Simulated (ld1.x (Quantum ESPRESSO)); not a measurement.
tin, RRKJ: configuration errors across variants

```json
{"Element": "Sn (Z = 50)", "Generator": "ld1.x (Quantum ESPRESSO) 7.5", "Type": "norm-conserving RRKJ (Kleinman–Bylander form)", "Functional": "PBEsol", "Relativity": "scalar-relativistic", "Frozen core": "[Kr] 4d10", "Valence charge": "4", "Reference configuration": "5s2 5p2", "Partial waves": "5s (bound): rc 1.85 bohr; 5p (bound): rc 2.65 bohr; 5d channel at 0.05 Ry: rc 2.00 bohr", "Local potential": "the d channel", "Core correction": "Bessel-smoothed model core, default radius (core density twice the valence density)", "rho0": "0.005"}
```

All-electron excitation energies from the reference (eV): (1) 5s2 5p1 6.898; (2) 5s2 5p0 20.869; (3) 5s1 5p3 7.008; (4) 5s2 5p2.3 -0.852; (5) 5s2 5p1.5 2.626.

Tests that are not counted but printed errors over 1 eV. “base”: 5s1 5p0 (solver errors, printed error -3.5 eV); 5s0 5p4 (solver errors, printed error -60.1 eV). “wave 5p (bound): rc 2.65 bohr becomes 5p (bound): rc 3.06 bohr”: 5s1 5p0 (solver errors, printed error -3.5 eV). “wave 5p (bound): rc 2.65 bohr becomes 5p (bound): rc 3.44 bohr”: 5s1 5p0 (solver errors, printed error -3.4 eV). “wave 5p (bound): rc 2.65 bohr becomes 5p (bound): rc 3.86 bohr”: 5s1 5p0 (solver errors, printed error -3.4 eV).

2 further variants failed, have other tests or too few solved ones, and are left out.

A true bound ghost makes a file unfit for plane-wave use even where its test errors are small: the radial tests pick states by their node count and pass the ghost by. Where a test does run into it, the solver fails or the error is huge.

Errors AE − PS in meV (a dash: test not solved or not reliable):

```csv
change,(1),(2),(3),(4),(5),bound ghosts
base,-8.4,-59,-21,+0.1,-1.7,"s, p"
wave 5p (bound): rc 2.65 bohr becomes 5p (bound): rc 3.06 bohr,-8.5,-61,-17,+0.1,-1.7,"s, p"
wave 5p (bound): rc 2.65 bohr becomes 5p (bound): rc 3.44 bohr,-9.8,-77,-8.5,+0.1,-1.9,"s, p"
wave 5p (bound): rc 2.65 bohr becomes 5p (bound): rc 3.86 bohr,-12,-104,0.0,+0.1,-2.2,"s, p"
```

Problem. Give the same row for: wave 5p (bound): rc 2.65 bohr becomes 5p (bound): rc 2.68 bohr.

Solution. -8.4, -58, -21, +0.1, -1.7; bound ghosts: s, p. Not counted: 5s1 5p0 (solver errors, printed error +10.2 eV).
